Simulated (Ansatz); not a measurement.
Basis sets compared for SbH2Cl. The state is a singlet with charge 0. Geometry PBE0-D4/def2-TZVP. Ansatz on 4 threads of Arm Neoverse V1 on a shared host; times are rough, and most runs start from earlier orbitals.

```tsv
atom	x (Å)	y (Å)	z (Å)
Sb1	0.571	-0.098	-0.546
H2	0.391	1.441	0.183
H3	0.781	-0.815	0.995
Cl4	-1.743	-0.528	-0.632
```

In the def2 sets Sb takes a core potential, while STO-3G treats all electrons; there is no spin–orbit coupling.

STO-3G and 6-31G are all-electron sets without relativity, so their totals don't compare with the def2 sets.

Binding counts from free atoms (Sb quartet, H doublet, Cl doublet) in the same basis, without a counterpoise term.

```csv
level,functions,energy (Eh),HOMO (eV),LUMO (eV),binding per atom (eV),wall time
HF/STO-3G,38,-6707.1399,-7.56,5.77,–,0.15 s
HF/def2-TZVP,99,-699.9579,-10.13,1.32,1.39,0.4 s
PBE-D4/def2-SVP,54,-701.3187,-6.35,-2.27,2.20,0.35 s
PBE-D4/def2-TZVP,99,-701.4946,-6.57,-2.48,2.24,0.55 s
r2SCAN-D4/def2-TZVP (with forces),99,-701.7504,-6.86,-2.28,2.20,1.6 s
PBE0-D4/def2-SVP,54,-701.3700,-7.53,-1.50,2.13,0.5 s
PBE0-D4/def2-TZVP,99,-701.5428,-7.69,-1.69,2.18,0.9 s
```

(1) Estimate the rows for PBE-D4/def2-TZVPD, r2SCAN-D4/def2-TZVPD, PBE0-D4/def2-TZVPD.

Results:

(1) 
```tsv
level	functions	energy (Eh)	HOMO (eV)	LUMO (eV)	binding per atom (eV)	wall time
PBE-D4/def2-TZVPD	120	-701.4959	-6.62	-2.57	2.24	0.75 s
r2SCAN-D4/def2-TZVPD	120	-701.7513	-6.89	-2.34	2.20	1.7 s
PBE0-D4/def2-TZVPD	120	-701.5438	-7.72	-1.79	2.18	0.95 s
```
